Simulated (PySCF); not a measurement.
C3H9BO3, singlet, at a GFN2-xTB geometry. Base run: B3LYP/STO-3G (PySCF).

Input for PySCF:
```python
from pyscf import gto, scf, dft

mol = gto.Mole()
mol.atom = '''
    B    -0.00227492   -0.00958623    0.00215028
    O     0.84032955    0.90906200    0.55714382
    C     0.78727063    2.26912165    0.18676269
    H    -0.14876939    2.72141152    0.52248313
    H     1.63093697    2.76393147    0.66838089
    H     0.85704070    2.38012666   -0.89715821
    O     0.07925083   -1.31832532    0.38407448
    C     1.01318219   -1.73635226    1.35509872
    H     0.76270884   -1.31788518    2.33262732
    H     0.96568486   -2.82484417    1.39499728
    H     2.02158757   -1.41486489    1.08753294
    O    -0.91074400    0.38583612   -0.93020591
    C    -1.80540290   -0.51232238   -1.55099325
    H    -1.69823125   -1.51781701   -1.14459220
    H    -2.82310458   -0.15245611   -1.38495399
    H    -1.59746993   -0.52493561   -2.62337675
'''
mol.basis = 'sto-3g'
mol.verbose = 4
mol.build()

mf = dft.RKS(mol)
mf.xc = 'b3lyp'
mf.kernel()
mf.analyze()
```

The base run was repeated with changes; each row names its change, and settings that it needs were set with it.

```tsv
change	ΔE vs base (mEh)	fitting functions	dipole (D)
base	0.000	-	0.06
auxbasis = autoaux	-6.753	525	0.06
auxbasis = even-tempered beta=3.0	-12.680	258	0.06
auxbasis = even-tempered beta=2.0	-7.042	392	0.06
auxbasis = even-tempered beta=1.6	-6.313	553	0.06
auxbasis = cc-pvtz-ri	-1.838	837	0.06
exchange = seminumerical (SGX) (with mf = sgx.sgx_fit(mf, auxbasis='def2-universal-jfit'); with mf.with_df.dfj = True)	-3.752	442	0.06
auxbasis = def2-tzvp-ri	-1.738	667	0.06
auxbasis = def2-svp-ri	-25.698	462	0.06
auxbasis = cc-pvqz-jkfit	-0.258	1201	0.06
```

A fitting set is made for a task (jfit for Coulomb, jkfit for Coulomb and exchange, ri for correlation) and for a family of orbital bases.
